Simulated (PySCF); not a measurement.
GeH₄Se, SMILES [GeH3][SeH]. Coordinates come from a B3LYP-D3(BJ)/def2-TZVP optimisation.

Problem. Give the equilibrium geometry at B3LYP-D3(BJ)/def2-TZVP (PySCF confirms it by a frequency run) as a Z-matrix, and its point group. (The exact figures need the calculation; the answer reports its results.)

Solution. point group Cs.
```
Ge
H 1 1.5346
H 1 1.5368 2 110.56
H 1 1.5368 2 110.56 3 122.02
Se 1 2.3789 2 104.79 4 118.99
H 5 1.4719 1 93.22 2 180.00
```
Charge 0, spin multiplicity 1.
